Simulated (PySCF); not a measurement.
Write Cartesian coordinates for `[H][As](C)C` (AsMe2H) as optimised with PBE0-D3(BJ)/def2-SVP.

```
atom  x, y, z in Å
As1   -0.3026   -0.5174    1.0043
C2     1.3792   -0.5760   -0.0185
H3     1.9815    0.3059    0.2447
H4     1.2062   -0.5828   -1.1038
H5     1.9468   -1.4741    0.2641
C6    -1.1819    0.9140   -0.0233
H7    -2.2488    0.9486    0.2399
H8    -1.0813    0.7695   -1.1083
H9    -0.7297    1.8770    0.2554
H10   -0.9695   -1.6646    0.2456
```

Any rigid rotation of these coordinates is as good. Atoms count from 1 in this order. As1 (arsenic bonded to 2 C and H) is pyramidal (angles 97.6°, 95.3° and 95.3°, sum 288.1°, 0.92 Å off the plane of its three neighbours).

Bonds between heavy atoms (Å): As1–C2 1.969, As1–C6 1.969.

Theory: PySCF, PBE0-D3(BJ)/def2-SVP geometry optimisation, gas phase.

Point group: Cs (tolerance 0.08 Å). Not checked by PBE0-D3(BJ)/def2-SVP frequencies.
